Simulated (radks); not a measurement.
Results of a calculation; reference values are marked as such.
The arsenic anion As3-, [Kr], held by a Watson sphere: a shell of charge +4.41 at radius R that stands for the Madelung well of a crystal (potential energy -4.41/R inside, -4.41/r outside, in hartree with lengths in bohr). Level of theory: scalar-relativistic Kohn-Sham, PBE, spin-polarised, spherical densities, finite nucleus; Fermi nuclear charge, rms radius of each element as measured or else 0.836 A^(1/3) + 0.57 fm (a radial shooting solver on a logarithmic mesh with Libxc functionals). Response by self-consistent Sternheimer equations with the Hartree and adiabatic LDA kernel, the relativistic mass of each level held fixed and spin-orbit coupling left out. The sphere does not respond.

R (bohr),e(3d) (eV),e(4s) (eV),e(4p) (eV),<r> 4p (bohr),sum of <r^2> (bohr^2),X-ray form factor at sin(theta)/lambda = 0.1 1/angstrom,alpha (bohr^3)
2.9,-48.369,-25.424,-17.036,2.539,63.53,32.144,35.34
2.97,-48.099,-25.020,-16.710,2.568,64.71,32.094,37.28
3.18,-47.362,-23.889,-15.774,2.655,68.25,31.949,43.69
3.78,-45.659,-21.247,-13.445,2.894,78.51,31.580,67.73
4.25,-44.603,-19.676,-11.950,3.072,86.77,31.334,94.01
4.44,-44.229,-19.140,-11.419,3.143,90.20,31.244,106.9
4.59,-43.952,-18.752,-11.026,3.197,92.95,31.178,118.1
5.32,-42.807,-17.222,-9.405,3.456,106.9,30.903,187.7
